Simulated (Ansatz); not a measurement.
Name a neutral molecule of C, O, Si and H with size of the dipole moment (PBE/def2-TZVPP) between 2.50 and 2.80 D and HOMO energy (PBE0/def2-TZVPP) between -8.20 and -7.90 eV (Ansatz, PBE0-D4/def2-TZVP geometry).

`CO[SiH2]OC(C)=O` (2.58 D, -8.13 eV). Other molecules can fit too; these were computed, each in one conformer that needn't be the lowest.
